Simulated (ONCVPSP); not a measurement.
# C: excitation energies, all-electron against ONCV

C, optimised norm-conserving Vanderbilt (ONCV), made with ONCVPSP 4.0.1 (PBE, non-relativistic). Core [He], reference 2s2 2p2. Waves: 2s: rc 1.20 bohr, ncon 3, nbas 7, qcut 7 1/bohr, 3 projectors, debl 3.4 Ha; 2p: rc 1.60 bohr, ncon 4, nbas 8, qcut 5.2 1/bohr, 2 projectors, debl 3.9 Ha. Local part: polynomial inside 0.80 bohr (lpopt 2, dvloc0 3 Ha). Core correction: Teter function fitted to the true core (icmod 2), fcfact 0.65.

Energies are relative to the spin-unpolarised reference configuration 2s2 2p2; without spin polarisation the order of configurations can differ from experiment.

| valence configuration | charge | ΔE all-electron (eV) | error AE − PS (meV) |
| --- | --- | --- | --- |
| 2s2 2p0 | +2 | 35.024 | +254 |
| 2s1 2p0 | +3 | 83.197 | +542 |
| 2s2 2p1.5 | +0.5 | 3.965 | +3.8 |

Task: What are ΔE and the potential's error for 2s2 2p1?

Result: ΔE = 10.865 eV all-electron; the error (AE − PS) is +26 meV.

Levels in the configuration 2s2 2p0:

```
level  all-electron (eV)  pseudo (eV)
   2s            -40.361      -40.137
```
